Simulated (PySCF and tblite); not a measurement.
The numbers below are computed, except where a source is named.
2 regioisomers of C₄H₃ClSe:

```csv
isomer,SMILES
A,[Cl:1][c:2]1[cH:3][cH:4][se:5][cH:6]1
B,[Cl:1][c:2]1[cH:3][cH:4][cH:5][se:6]1
```

Each isomer is a Boltzmann average at 298.15 K over at most 6 conformers: GFN2-xTB geometries, energies r2SCAN/def2-TZVP (IEF-PCM, acetonitrile) (D3(BJ) added where defined), GFN2-xTB thermal terms. Programs: PySCF with density fitting and tblite.

(1) Rank the isomers by free energy at 298.15 K.

Answers

(1) 
```
isomer  ΔG (kcal/mol)  ΔE, lowest conformer  conformers  largest weight %  rms dipole (D)
     A            0.0                   0.0           1               100            1.93
     B            2.5                   2.5           1               100            2.02
```
